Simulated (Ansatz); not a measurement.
Born–Oppenheimer molecular dynamics of BCl2FH3N (8 atoms, charge 0, multiplicity 1). It starts at the highest image of a converged band, a first-order saddle point between two minima.

These are results of RKS PBE/def2-SVP (Ansatz), not measurements.

```json
{"ensemble": "NVE (velocity Verlet)", "time step": "0.5 fs", "steps asked": "200", "starting velocities drawn for": "100 K", "seed": "2597"}
```

First frame:

```xyz
8
Properties=species:S:1:pos:R:3
B 0.026 -0.472 -0.069
F -0.230 0.299 1.590
Cl 1.552 0.230 -0.676
Cl -1.498 -0.182 -0.955
N 0.134 -1.774 0.683
H -0.618 -2.450 0.511
H 1.052 -2.229 0.660
H -0.094 -0.760 1.683
```

(1) How far do the bonds stretch over the last three quarters of this one trajectory? (Pairs bonded in most of those frames.)

## Answers

(1) 
| bond | mean (Å) | spread (Å) | shortest | longest |
| --- | --- | --- | --- | --- |
| B1–Cl3 | 1.768 | 0.013 | 1.75 | 1.79 |
| B1–Cl4 | 1.769 | 0.014 | 1.74 | 1.80 |
| B1–N5 | 1.423 | 0.019 | 1.40 | 1.47 |
| F2–H8 | 0.950 | 0.011 | 0.93 | 0.99 |
| N5–H6 | 1.022 | 0.004 | 1.01 | 1.03 |
| N5–H7 | 1.022 | 0.006 | 1.01 | 1.03 |

Mean temperature of the second half: 345 K. The conserved energy stayed within 0.012 meV per atom of its start (net change 0.0025 meV per atom), so the integration is sound. The kinetic energy rose, since the run started high on the potential surface and went downhill. It ends in pieces (BCl2H2N + FH), so much of that is their flight and rotation, not heat. A run of 0.1 ps of so small a system gives no equilibrium averages. The orbitals stay closed-shell, which can raise the energy where a bond breaks towards radicals; this wasn't checked here.

Time of the run: 5.2 min on 2 threads of Arm Neoverse V1, on a shared host, peak memory 0.12 GiB.
